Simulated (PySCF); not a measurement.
Computed IR spectrum (relative IR intensity) of a molecule C2H8ClNSi. Coordinates come from a B3LYP-D3(BJ)/def2-SVP optimisation. Other conformers were not sampled. Calculation: B3LYP-D3(BJ)/def2-SVP (PySCF). Frequencies are harmonic and unscaled.

Lines under 2 % of the strongest are left out, and lines within 2 cm⁻¹ are merged.

```tsv
ν (cm⁻¹)	relative intensity
262	3.4
277	11
329	5.7
424	6.4
533	27
579	20
659	12
721	10
841	38
864	100
921	9.6
954	42
1007	8.6
1046	2.1
1132	2.4
1213	2.0
1345	3.3
1461	2.0
1479	2.1
1633	13
2232	47
2251	42
2909	27
3016	12
3089	9.6
3116	7.0
```

Problem. Identify the compound among the candidates.
A) CN(C)[SiH2]Cl
B) CNC[SiH2]Cl
C) CC[Si@H](N)Cl
D) C[C@H](N)[SiH2]Cl

Solution. D, C[C@H](N)[SiH2]Cl
